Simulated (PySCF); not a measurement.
Geometry (Å), atoms numbered from 1 in this order:
```xyz
23

C    -4.803   -0.209    0.443
C    -3.837    0.708    0.348
C    -2.510    0.649    1.031
Si   -1.186    0.077   -0.168
O     0.275    0.232    0.654
C     1.532   -0.006    0.216
C     2.590    0.278    1.086
C     3.902    0.052    0.684
C     4.179   -0.457   -0.586
C     3.123   -0.740   -1.449
C     1.804   -0.519   -1.057
H    -4.701   -1.088    1.088
H    -5.736   -0.110   -0.117
H    -3.996    1.566   -0.319
H    -2.207    1.636    1.418
H    -2.521   -0.052    1.882
H    -1.408   -1.346   -0.563
H    -1.166    0.927   -1.397
H     2.356    0.677    2.075
H     4.720    0.278    1.373
H     5.210   -0.633   -0.898
H     3.323   -1.140   -2.446
H     0.985   -0.747   -1.745
```

Theoretical values (PySCF 2.14.0 with density-fitted response routines): shielding tensors at HF/pcSseg-1 (GIAO), geometry from PBE0-D3(BJ)/def2-SVP. Non-relativistic Hamiltonian, isolated molecule, rapidly exchanging positions averaged, single conformer.

References, each an isolated molecule treated in the same way: $^{13}$C (σref 190.85) and $^{1}$H (σref 31.69) and $^{29}$Si (σref 393.43) against TMS; $^{17}$O (σref 333.31) against H2O.

```
  atoms    nucleus  count  δ (ppm)
     C1   $^{13}$C      1    124.2
     O5   $^{17}$O      1     75.8
     C9   $^{13}$C      1    126.3
    H21    $^{1}$H      1     7.08
 C8/C10   $^{13}$C      2    139.7
H20/H22    $^{1}$H      2        ?
    H14    $^{1}$H      1     5.87
 C7/C11   $^{13}$C      2    122.3
H17/H18    $^{1}$H      2     4.37
     C3   $^{13}$C      1        ?
H15/H16    $^{1}$H      2        ?
     C6   $^{13}$C      1        ?
    Si4  $^{29}$Si      1    -21.2
     C2   $^{13}$C      1    139.1
    H13    $^{1}$H      1     5.25
    H12    $^{1}$H      1        ?
H19/H23    $^{1}$H      2     7.03
```

Problem. Complete the table.

Solution. 
- C6: 164.3 ppm, aromatic carbon bearing oxygen; an ipso carbon deshielded by its heteroatom
- C3: 16.5 ppm, allylic sp3 CH2 bonded to Si
- H20/H22: 7.55 ppm, hydrogen on an aromatic CH; ring-current deshielding
- H12: 5.38 ppm, hydrogen on a terminal =CH2 carbon; attached to an sp2 carbon and in the plane of the double bond
- H15/H16: 1.84 ppm, hydrogen on an allylic sp3 CH2 bonded to Si; allylic position

Shifts are as computed. Against solution values, carbons near 30 ppm lie about -0 ppm off and those near 130 ppm about +7 ppm. Of 1313 compounds with measured shifts, 239 miss one by over three times the rms of a fit or turn the order of signals round; such compounds aren't used in these exercises. Experimental scales use liquid or dissolved standards, which lie at an offset from isolated H2O (liquid H2O: subtract about 36 ppm).
